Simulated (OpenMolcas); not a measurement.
Levels of Si+ by method

```
Program             : OpenMolcas 26.06
Basis               : ANO-RCC-VQZP [6s5p3d2f1g]
Scalar Hamiltonian  : DKH2, point nucleus
Active space        : 1 electron in 9 orbitals (RAS2 3p; RAS3 3d 4s, at most 1 electron)
State averaging     : 2S+1 = 2 odd, 3 roots; 2S+1 = 2 even, 6 roots
Spin-orbit coupling : RASSI with atomic mean-field integrals over the reference wave functions, term energies averaged over their components
```

Methods on the same reference wave functions:
A. RASSCF
B. SS-RASPT2, IPEA 0.25 Eh, imaginary shift 0.1 Eh (closed shells correlated: 2s 2p 3s)

Energies in eV above 3s2 3p 2P* 1/2, the measured ground level; measured values from NIST Handbook of Basic Atomic Spectroscopic Data.

| Level | A | B | Measured |
| --- | --- | --- | --- |
| 3s2 3p 2P* 1/2 | 0.0000 | 0.0000 | 0.0000 |
| 3s2 3p 2P* 3/2 | 0.0313 | 0.0313 | 0.0356 |
| 3s2 4s 2S 1/2 | 8.0212 | 8.162 | 8.1210 |
| 3s2 3d 2D 3/2 | 9.0871 | 8.821 | 9.8367 |
| 3s2 3d 2D 5/2 | 9.0872 | 8.822 | 9.8388 |

Deviations, from unrounded energies. A percentage is the sum of absolute deviations over the sum of measured energies, with the sign that they share, or ± where signs differ.

```csv
Against measurement,Levels,A,B
mean absolute deviation (cm-1),4,3200,4200
fine structure of the ground term (%),1,-12.2,-12.2
other configurations (%),3,-5.8,±7.5
```

A lies closest to measurement on these levels. The largest miss of A in the table is 3s2 3d 2D 5/2, by -6100 cm-1. The ranking rests on the paired levels alone, and a cruder setting can come out closer through cancelling errors.

The lowest spin-free term lies below A's lowest term by 0.103 hartree in B.

CASPT2 does not keep the components of a term degenerate, so their means are used; among the terms shown or strongly mixed into the levels shown the widest spread is 390 cm-1 (3s2 3d 2D, B). ANO sets are built for valence states and can reach diffuse excited orbitals poorly, and with the s shell closed the s pⁿ⁺¹ terms that mix with these levels are absent. With one active electron the reference holds no correlation, so core polarisation is missing (holds for A). With one active electron, CASPT2 adds the correlation within the correlated inactive shells and between them and that electron, and leaves the splitting within a term as the reference gives it (holds for B). Measured partners are found by configuration, term and J. A level has none where our copy of the source lacks it or the pairing is in doubt (some pairs that miss far off the trend of their configuration count as doubtful), and it then counts in no deviation. Only configurations of the active space appear.

* marks odd parity.
